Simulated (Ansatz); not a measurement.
Ansatz (a quantum-chemistry and plane-wave program) input:

Ansatz 0.2 input:
```yaml
crystal:
  periodic: [false, false, false]
  atoms:
    - {symbol: Sc, position_ang: [-0.00000000, -0.00000000, -1.49384101]}
    - {symbol: Br, position_ang: [0.00000000, 0.00000000, 0.89630461]}
basis:
  gaussian:
    orbitals: def2-TZVP
hamiltonian:
  xc: {name: PBE}
relax: {f_tol: 0.003, max_steps: 100}
```

What final total energy does it print?

-3334.25177 Eh (PBE/def2-TZVP). The basis has 93 functions.
